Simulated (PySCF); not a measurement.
InCl₂, SMILES [Cl][In][Cl], multiplicity 2. Geometry optimised at r2SCAN-D4/def2-TZVP. The multiplicity is an assumed one; other spin states were not compared. The isomer is the one that the SMILES or the coordinates give; other isomers of the formula were not compared. The def2 effective core potentials stand for the cores of In; spin–orbit coupling is left out.

Computed equilibrium geometry at r2SCAN-D4/def2-TZVP (PySCF confirms it by a frequency run) as bond lengths and angles, and its point group:
point group C2v.
Atoms: In1 Cl2 Cl3. Bonded distances (Å): In1–Cl2 2.356, In1–Cl3 2.356. Bond angles (°): Cl2–In1–Cl3 118.1.
Charge 0, spin multiplicity 2.
